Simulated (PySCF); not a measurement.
# Ionisation energy of Ar⁺ by level of theory

Ar⁺ [Ne] 3s2 3p5 (2P) → Ar²⁺ [Ne] 3s2 3p4 (3P), as a difference of total energies. All numbers are calculated (PySCF 2.14, no relativity, point nucleus, in aug-cc-pV(D+d)Z (5s4p3d, 32 functions)). Correlated levels: valence: [Ne] frozen. The calculations carry no spin-orbit coupling.

| method | ionisation energy (eV) |
| --- | --- |
| UHF | 26.397 |
| r2SCAN | 27.700 |
| B3LYP | 27.742 |
| MP2 (valence) | 27.141 |
| SCS-MP2 (valence) | 27.109 |
| CCSD (valence) | 27.074 |
| CCSD(T) (valence) | 27.089 |

Task: How much does correlation contribute at CCSD(T) (valence)?

Result: 27.089 − (26.397) = 0.692 eV, measured against UHF.

The reference lies between the lowest fine-structure levels, while these numbers refer to the centres of the terms.

Errors of the correlated levels include the incompleteness of this basis and the frozen core.

For comparison: 27.630 eV (measured; NIST Atomic Spectra Database, ionization energies).
